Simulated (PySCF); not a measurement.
stibine (H3Sb), singlet, at a GFN2-xTB geometry (core potentials on Sb); PBE/def2-SVP, TDDFT run with PySCF.

PySCF was given this input:
```python
from pyscf import gto, scf, dft, tdscf

mol = gto.M(
    atom='''
Sb   -0.000928   -0.000202    0.055070
H    -0.858578   -1.039792   -0.954754
H    -0.450424    1.282413   -0.939369
H     1.356337   -0.232333   -0.914467
''',
    basis='def2-svp',
    ecp={'Sb': 'def2-svp'},
    charge=0,
    spin=0,
    verbose=4,
)

mf = dft.RKS(mol)
mf.xc = 'pbe'
mf.kernel()
td = mf.TDDFT()
td.nstates = 5
td.kernel()
td.analyze(verbose=3)
```

What the program printed (banner, timings and long lists left out):

```
PySCF version 2.14.0

[INPUT] verbose = 4
[INPUT] num. atoms = 4
[INPUT] num. electrons = 26
[INPUT] charge = 0
[INPUT] spin (= nelec alpha-beta = 2S) = 0
[INPUT] symmetry False subgroup None
[INPUT] Mole.unit = angstrom
[INPUT] Symbol           X                Y                Z      unit          X                Y                Z       unit  Magmom
[INPUT]  1 Sb    -0.000928000000  -0.000202000000   0.055070000000 AA   -0.001753665844  -0.000381724677   0.104067217680 Bohr   0.0
[INPUT]  2 H     -0.858578000000  -1.039792000000  -0.954754000000 AA   -1.622477276577  -1.964922106514  -1.804223576333 Bohr   0.0
[INPUT]  3 H     -0.450424000000   1.282413000000  -0.939369000000 AA   -0.851177999931   2.423409348582  -1.775150139907 Bohr   0.0
[INPUT]  4 H      1.356337000000  -0.232333000000  -0.914467000000 AA    2.563105462614  -0.439045739699  -1.728092179953 Bohr   0.0

nuclear repulsion = 22.3549714997457
number of shells = 19
number of NR pGTOs = 82
number of NR cGTOs = 41
basis = def2-svp
ecp = {'Sb': 'def2-svp'}

******** <class 'pyscf.dft.rks.RKS'> ********
method = RKS
initial guess = minao
damping factor = 0
level_shift factor = 0
DIIS = <class 'pyscf.scf.diis.CDIIS'>
diis_start_cycle = 1
diis_space = 8
diis_damp = 0
SCF conv_tol = 1e-09
SCF conv_tol_grad = None
SCF max_cycles = 50
direct_scf = True
direct_scf_tol = 1e-13
XC library pyscf.dft.libxc version 7.1.2
    S. Lehtola, C. Steigemann, M. J. T. Oliveira, and M. A. L. Marques,  SoftwareX 7, 1–5 (2018)
XC functionals = pbe
    J. P. Perdew, K. Burke, and M. Ernzerhof,  Phys. Rev. Lett. 77, 3865 (1996)
    J. P. Perdew, K. Burke, and M. Ernzerhof,  Phys. Rev. Lett. 78, 1396 (1997)
    J. P. Perdew, K. Burke, and M. Ernzerhof,  Phys. Rev. Lett. 77, 3865 (1996)
    J. P. Perdew, K. Burke, and M. Ernzerhof,  Phys. Rev. Lett. 78, 1396 (1997)
radial grids:
    Treutler-Ahlrichs [JCP 102, 346 (1995); DOI:10.1063/1.469408] (M4) radial grids

becke partition: Becke, JCP 88, 2547 (1988); DOI:10.1063/1.454033
pruning grids: <function nwchem_prune>
grids dens level: 3
symmetrized grids: False
atomic radii adjust function: <function treutler_atomic_radii_adjust>
small_rho_cutoff = 0
Set gradient conv threshold to 3.16228e-05
Initial guess from minao.
tot grids = 51384
init E= -216.801466587114
  HOMO = -0.959713500346212  LUMO = -0.604159396393236  gap/eV = 9.67512
cycle= 1 E= -240.535950837433  delta_E= -23.7  |g|= 2.64  |ddm|= 10.2
  HOMO = 0.0394402336584685  LUMO = 0.144002792732064  gap/eV = 2.84529
cycle= 2 E= -240.372184350587  delta_E= 0.164  |g|= 2.92  |ddm|=  8.5
  HOMO = -0.2296011308474  LUMO = -0.0149688794764279  gap/eV = 5.84044
cycle= 3 E= -242.001080659005  delta_E= -1.63  |g|= 0.0676  |ddm|=    5
  HOMO = -0.243183361234116  LUMO = -0.0265632116502274  gap/eV = 5.89453
cycle= 4 E= -242.000934903501  delta_E= 0.000146  |g|= 0.042  |ddm|= 0.0928
  HOMO = -0.239316905351473  LUMO = -0.0251336790039832  gap/eV = 5.82822
cycle= 5 E= -242.001738461362  delta_E= -0.000804  |g|= 0.00733  |ddm|= 0.079
  HOMO = -0.239223767772725  LUMO = -0.0247394359589663  gap/eV = 5.83642
cycle= 6 E= -242.001762663035  delta_E= -2.42e-05  |g|= 0.00121  |ddm|= 0.0142
  HOMO = -0.239284153996673  LUMO = -0.024819002647134  gap/eV = 5.83589
cycle= 7 E= -242.00176325324  delta_E= -5.9e-07  |g|= 9.92e-05  |ddm|= 0.00205
  HOMO = -0.239266830756203  LUMO = -0.0248074860133149  gap/eV = 5.83574
cycle= 8 E= -242.001763258323  delta_E= -5.08e-09  |g|= 4.89e-06  |ddm|= 0.000207
  HOMO = -0.239268653797684  LUMO = -0.0248090233232112  gap/eV = 5.83574
cycle= 9 E= -242.001763258333  delta_E= -1.06e-11  |g|= 3e-07  |ddm|= 1.31e-05
  HOMO = -0.239268490307855  LUMO = -0.0248088832336894  gap/eV = 5.83574
Extra cycle  E= -242.001763258332  delta_E= 1.02e-12  |g|= 2.32e-07  |ddm|= 1.33e-06
converged SCF energy = -242.001763258332

******** <class 'pyscf.tdscf.rks.CasidaTDDFT'> for <class 'pyscf.dft.rks.RKS'> ********
nstates = 5 singlet
deg_eia_thresh = 1.000e-03
wfnsym = None
conv_tol = 1e-05
eigh lindep = 1e-12
eigh level_shift = 0
eigh max_cycle = 100

Excitation energies (eV)
[6.50983789 6.50984006 7.60070144 7.66299259 8.42732912]

** Singlet excitation energies and oscillator strengths **
Excited State   1:      6.50984 eV    190.46 nm  f=0.0875
Excited State   2:      6.50984 eV    190.46 nm  f=0.0875
Excited State   3:      7.60070 eV    163.12 nm  f=0.0000
Excited State   4:      7.66299 eV    161.80 nm  f=0.0902
Excited State   5:      8.42733 eV    147.12 nm  f=0.1006
```
